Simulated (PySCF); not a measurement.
# Orbital picture of CsLi⁺

BP86 at R = 4.336 Å; PySCF, scalar-relativistic core potentials, basis sets Cs def2-SVP with ECP46, Li def2-SVP. State: ²Σ⁺ (doublet), unpaired electrons σ ↑. Only the outer orbitals are listed, counted within each symmetry, core potentials removing the inner ones.

| spin | orbital | occ. | ε (eV) | on Cs (%) | main shells (%) |
| --- | --- | --- | --- | --- | --- |
| α | 1σ | 1 | -55.70 | 0 | 100 Li s |
| α | 2σ | 1 | -31.41 | 100 | 100 Cs s |
| α | 1π | 1 | -17.93 | 100 | 100 Cs p |
| α | 1π | 1 | -17.93 | 100 | 100 Cs p |
| α | 3σ | 1 | -17.88 | 100 | 100 Cs p |
| α | 4σ | 1 | -6.78 | 31 | 59 Li s, 18 Cs s, 10 Li p |
| α | 5σ | 0 | -4.85 | 65 | 71 Cs s, 28 Li s |
| α | 2π | 0 | -4.47 | 36 | 64 Li p, 24 Cs d, 12 Cs p |
| α | 2π | 0 | -4.47 | 36 | 64 Li p, 24 Cs d, 12 Cs p |
| β | 1σ | 1 | -55.53 | 0 | 100 Li s |
| β | 2σ | 1 | -31.39 | 100 | 100 Cs s |
| β | 1π | 1 | -17.92 | 100 | 100 Cs p |
| β | 1π | 1 | -17.92 | 100 | 100 Cs p |
| β | 3σ | 1 | -17.84 | 100 | 100 Cs p |
| β | 4σ | 0 | -5.63 | 56 | 46 Cs s, 43 Li s |
| β | 5σ | 0 | -4.64 | 53 | 53 Cs s, 43 Li s |
| β | 2π | 0 | -3.70 | 63 | 42 Cs d, 37 Li p, 21 Cs p |

Question: Which are the highest filled and the lowest empty level, where do they sit, and how wide is the gap?

Answer: Highest filled α 4σ at -6.78 eV (in %: 59 Li s, 18 Cs s, 10 Li p); lowest empty β 4σ at -5.63 eV (in %: 46 Cs s, 43 Li s); the gap at BP86 is 1.15 eV.

| Property | Result |
| --- | --- |
| bond order (Mayer) | 0.42 |
| ⟨S²⟩ | 0.750 |
| charge on Cs (Mulliken, basis-dependent) | 0.70 |
| charge on Cs (Löwdin, basis-dependent) | 0.64 |
| dipole moment (positive dipole points towards Li; it is taken about the centre of mass and depends on that origin) | 4.87 D |

Spin–orbit coupling is left out. The state is the lowest determinant that a PBE0 search found; another state may lie lower at other levels.
